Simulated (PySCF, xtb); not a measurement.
C3H7AlO2, SMILES C1C[O][Al]([O]1)[CH3].

xtb 6.7.1 with GFN2-xTB at its own geometry gives an orbital gap of 4.39 eV and a dipole moment of 0.79 D.

The structure is a stationary point at PBE0-D3(BJ)/def2-SVP. The geometry has at least one imaginary mode, so it is a saddle point at that level. The values are those of a single conformer.

### Question
What does PySCF with M06-2X/def2-TZVP give? (The exact figures need the calculation; the answer reports its results.)

### Answer
gap 9.01 eV (levels -8.71 and 0.30 eV), dipole 0.87 D.
